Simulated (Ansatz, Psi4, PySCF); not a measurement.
C₅H₈O, triplet, geometry from GFN2-xTB (a higher spin typed on purpose: for a closed-shell molecule this is an excited state). Base run: MP2/cc-pVDZ (PySCF).

PySCF was given this input:
```python
from pyscf import gto, scf, mp

mol = gto.Mole()
mol.atom = '''
    O     0.86318930    1.82604388   -0.65881689
    C     0.39416067    0.88422217    0.06974762
    C     1.13548103   -0.47991020    0.11471549
    C     0.05562020   -1.54252433   -0.04971133
    C    -1.18906207   -0.88629544    0.53748609
    C    -1.11138974    0.53601838    0.00457658
    H     1.91035789   -0.51433876   -0.65290987
    H     1.61432395   -0.53869309    1.09695873
    H     0.32764508   -2.47140952    0.45320862
    H    -0.10284519   -1.75573624   -1.10776262
    H    -1.13334590   -0.88192814    1.62670763
    H    -2.11348883   -1.37874922    0.23573412
    H    -1.44973251    0.59703053   -1.03669143
    H    -1.66728948    1.26641014    0.59440322
'''
mol.basis = 'cc-pvdz'
mol.spin = 2
mol.verbose = 3
mol.build()

mf = scf.UHF(mol)
mf.kernel()

pt = mp.MP2(mf)
pt.kernel()
print('E(MP2) = %.10f' % pt.e_tot)
```

The same geometry, method and basis name were run in Ansatz (a quantum-chemistry and plane-wave program) and Psi4 and PySCF, at each program's defaults and at the settings that a row names. The base is PySCF at its defaults. Differences at the defaults can come from grids, fitting, cores and function types together.

| code and settings | ΔE vs base (mEh) | basis functions | E (Eh) | SCF cycles |
|---|---|---|---|---|
| PySCF, defaults (exact integrals, spherical functions, all electrons correlated) | 0.000 | 124 | -269.62229 | 19 |
| Psi4, defaults (density fitting with its default set, spherical functions, all electrons correlated) | 0.456 | 124 | -269.62183 | 22 |
| Ansatz, defaults (factorised integrals, spherical functions, frozen core) | 14.994 | 124 | -269.60729 | - |
| PySCF, frozen core | 14.988 | 124 | -269.60730 | 19 |
| Psi4, exact integrals, spherical functions, frozen core | 14.988 | 124 | -269.60730 | 22 |
| Ansatz, high accuracy, frozen core | 14.988 | 124 | -269.60730 | - |

Open shells are given as the SCF converged; they aren't shown to be the lowest states, and a large step between rows can be another state.
